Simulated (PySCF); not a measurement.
CH5GaSe2.

```xyz
9

Ga     0.6226     0.0002     0.0000
C      2.5774    -0.0112     0.0000
H      2.9514    -0.5417     0.8899
H      2.9514    -0.5417    -0.8899
H      2.9867     1.0097     0.0000
Se    -0.6613    -1.9235     0.0000
H      0.5085    -2.8086     0.0000
Se    -0.5823     1.9721     0.0000
H     -1.8800     1.2902     0.0000
```

The structure is a stationary point at ωB97X-D3(BJ)/def2-SVP. The values are those of a single conformer.

The numbers are results of HF/pcSseg-1 (PySCF), not measurements. Non-relativistic, no solvent.

Computed absolute GIAO shielding of each atom: isotropic value and principal components (ppm):
| atom | σ(iso) | σ11 | σ22 | σ33 | span |
|---|---|---|---|---|---|
| Ga1 | 1308.1 | 1203.6 | 1343.6 | 1377.2 | 173.6 |
| C2 | 195.5 | 187.9 | 196.9 | 201.7 | 13.9 |
| H3 | 31.4 | 25.9 | 28.5 | 39.8 | 14.0 |
| H4 | 31.4 | 25.9 | 28.5 | 39.8 | 14.0 |
| H5 | 31.3 | 24.9 | 29.1 | 39.9 | 15.0 |
| Se6 | 2213.8 | 1991.3 | 2216.3 | 2433.9 | 442.6 |
| H7 | 30.8 | 20.4 | 25.8 | 46.3 | 25.9 |
| Se8 | 2187.3 | 1985.3 | 2202.7 | 2374.1 | 388.8 |
| H9 | 30.7 | 19.9 | 27.6 | 44.8 | 24.9 |
